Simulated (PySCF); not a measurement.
Molecule: `[SiH3]O[SiH2]C#[C][GeH3]`, C2H8GeOSi2.

Atom-mapped SMILES (the numbers label the heavy atoms): `[SiH3:1][O:2][SiH2:3][C:4]#[C:5][GeH3:6]`. Each H is labelled by its parent atom.

Geometry PBE0-D3(BJ)/def2-SVP throughout; GIAO in PySCF 2.14, gas phase, one conformer, non-relativistic; equivalent atoms averaged; functional PBE0.

Problem. How do the absolute shieldings σ depend on the basis set? (ppm; last column core-seconds on shared hosts with different chips, so compare them loosely)

Solution. 
```csv
basis set,functions,Si1,Si3,O2,C4,C5,Ge6,H(Si3),H(Si1),H(Ge6),core-s
STO-3G,59,562.1,567.7,506.2,144.5,151.7,2201.8,30.00,30.26,30.66,5.3
6-31G,96,451.8,465.0,358.1,91.3,92.6,1899.6,27.22,27.32,28.17,10
6-31G*,126,428.4,448.2,322.7,88.3,91.7,1738.1,26.76,26.64,27.48,15
cc-pVDZ,145,451.3,468.5,331.1,87.2,88.2,1791.7,26.28,26.24,26.99,19
def2-SVP,150,450.3,470.3,328.1,85.9,86.3,1741.5,26.38,26.32,27.05,16
pcSseg-1,180,389.3,404.3,326.2,67.5,69.3,1610.1,26.30,26.23,26.97,16
def2-TZVP,263,373.0,385.2,308.0,70.6,72.7,1637.9,26.24,26.19,27.01,41
```

Problem. Which nucleus moves most, in ppm?

Solution. Ge6 (germanium bonded to C, 3 H): from 1610.1 ppm with pcSseg-1 to 2201.8 ppm with STO-3G. The smallest spread is 3.69 ppm, at H(Ge6). Proton shifts span only some 12 ppm, so a few tenths of a ppm matter as much there as several ppm in carbon.

Problem. Taking the largest basis, def2-TZVP (263 functions), as the yardstick, rank the others by their worst heavy-atom deviation.

Solution. pcSseg-1 27.8 ppm (180 functions), 6-31G* 100.2 ppm (126 functions), def2-SVP 103.6 ppm (150 functions), cc-pVDZ 153.8 ppm (145 functions), 6-31G 261.7 ppm (96 functions), STO-3G 563.9 ppm (59 functions).

Relativistic effects, spin–orbit coupling among them, are left out; they matter for Ge and for the light atoms bonded to it.

A small basis that lands close on one nucleus may do so by chance; judge by the trend and by all nuclei.
